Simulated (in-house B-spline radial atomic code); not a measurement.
Atomic self-consistent-field run: the niobium ion Nb⁶⁺. Level of theory: scalar-relativistic (X2C) Hartree-Fock, spin-polarised, averaged over the determinants with the given up and down occupations, Fermi nucleus of rms radius 4.324 fm; calculated with a B-spline radial code for spherical atoms.

Command:
```bash
python run_scf.py task.json out
```
Settings (nuclear radius in fm, mass in u):
```
Z                41
configuration    [Ar] 3d10 4s2 4p5
hamiltonian      x2c
method           hf
spin_polarised   True
nucleus          fermi
rms_radius       4.324
atomic_mass      92.90637
speed_of_light   137.035999084
```

Output (hartree, bohr):
```
 radial grid: 67 intervals, B-splines of order 8, outer radius 15.5224 bohr

 iter        energy (Eh)    residual
    1       -3804.072746    4.89e-01
    2       -3808.174592    2.43e-01
    3       -3808.729525    6.72e-02
    4       -3808.777923    1.79e-02
    5       -3808.781901    8.83e-03
    6       -3808.782695    5.10e-04
    7       -3808.782698    1.01e-04
    8       -3808.782698    1.13e-05
    9       -3808.782698    4.64e-07
   10       -3808.782698    2.60e-08

 total energy                     -3808.78270
 kinetic                            3944.3407
 electron-nucleus                  -9092.4180
 electron-electron                  1339.2945

 orbital      occ     eigenvalue          <r>       <r^2>       <1/r>       r_max
 1s up      1.000      -704.6613    0.0355973   0.0017205     43.7314     0.02293
 1s down    1.000      -704.6476    0.0355968  0.00172044     43.7319     0.02293
 2s up      1.000      -104.0428     0.157281   0.0292357     9.79469      0.1329
 2s down    1.000      -104.0344     0.157272   0.0292317     9.79491      0.1329
 2p up      3.000       -93.0408     0.137527    0.023136     9.29657      0.1063
 2p down    3.000       -93.0248     0.137541   0.0231405     9.29561      0.1063
 3s up      1.000       -21.1648     0.439609     0.22137     3.32284      0.3941
 3s down    1.000       -21.1432     0.439618    0.221317     3.32146      0.3942
 3p up      3.000       -17.4594     0.442329    0.227561     3.11935      0.3884
 3p down    3.000       -17.4297     0.443078    0.228391     3.11389      0.3888
 3d up      5.000       -11.3840     0.430525    0.222645     2.86106      0.3352
 3d down    5.000       -11.3690     0.430094     0.22204     2.86258      0.3352
 4s up      1.000        -5.6220      1.11144     1.38709     1.21664       1.013
 4s down    1.000        -5.4421       1.1135     1.39339      1.2151       1.012
 4p up      3.000        -4.4529      1.20392     1.63641     1.10168       1.085
 4p down    2.000        -4.3710      1.20784     1.64926     1.10129       1.086
```


One-electron X2C: radii and densities carry no picture-change correction, so inner-shell <1/r> comes out high (for 1s by about 2 % at Z = 33, 5 % at 54, 10 % at 75, 30 % at 118) and <r> low.
